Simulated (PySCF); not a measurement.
Compound: C3H9As.
SMILES with atom numbers: `[CH3:1][As:2]([CH3:3])[CH3:4]` (hydrogens: H5, H6, H7 on C1; H8, H9, H10 on C3; H11, H12, H13 on C4)

Structure used (PBE0-D3(BJ)/def2-SVP), in Å, numbered top down from 1:
```xyz
13
C3H9As angstrom
C     -0.2075    1.6485    0.4409
As    -0.1415   -0.2057    1.0897
C      1.5430   -0.7071    0.2085
C     -1.3540   -0.9733   -0.2542
H     -0.0402    1.7043   -0.6457
H      0.5620    2.2433    0.9548
H     -1.1895    2.0844    0.6769
H      1.5415   -0.4267   -0.8560
H      1.6920   -1.7936    0.2946
H      2.3832   -0.2061    0.7115
H     -1.0772   -0.6629   -1.2735
H     -1.3221   -2.0710   -0.1906
H     -2.3838   -0.6479   -0.0452
```

Level of theory: PySCF 2.14.0, PBE0-D3(BJ)/def2-SVP geometry optimisation, gas phase.

Masses are those of the commonest isotopes; rigid-rotor values at the optimised geometry. 

Task: What are A, B and C (GHz)?

Result: Ia = 107.16, Ib = 107.24, Ic = 147.54 u·Å²; 505379 MHz·u·Å²/I gives 4716, 4712 and 3425 MHz, that is A = 4.7163, B = 4.7125, C = 3.4254 GHz.

Task: What kind of rotor is it?

Result: An oblate symmetric top, as the point group C3v requires two equal moments; the computed ones differ by 0.08 % because the geometry is symmetric only within the optimiser's tolerance: κ = (2 × 4712 − 4716 − 3425)/(4716 − 3425) = 0.99.

Task: Is it planar, by Δ = Ic − Ia − Ib?

Result: Not planar: Δ = Ic − Ia − Ib = -66.86 u·Å². For a rigid frame Δ = −2 Σ m c², so Σ m c² = 33.43 u·Å² lies off the ab plane: 9.29 from hydrogen and 24.14 from heavier atoms. The atom farthest from that plane is 1.69 Å away.

Task: Give the other two planar moments, Paa and Pbb, and the rms extents of the mass along the axes.

Result: Paa = Σ m a² = (Ib + Ic − Ia)/2 = 73.81 and Pbb = Σ m b² = (Ia + Ic − Ib)/2 = 73.73 u·Å². With the mass M = 119.99 u, the rms extents √(P/M) along a, b and c are 0.78, 0.78, 0.53 Å.

Task: Where do the R-branch lines fall?

Result: The dipole of 1.03 D lies along the symmetry axis, so ΔK = 0 and J+1 ← J falls at 2B(J+1) for every K: 9.43 GHz, 18.86 GHz, 28.29 GHz, 37.72 GHz, 47.14 GHz for J = 0 to 4.

No frequency check. No vibrational averaging or centrifugal distortion is included, and the geometry carries the error of its method.
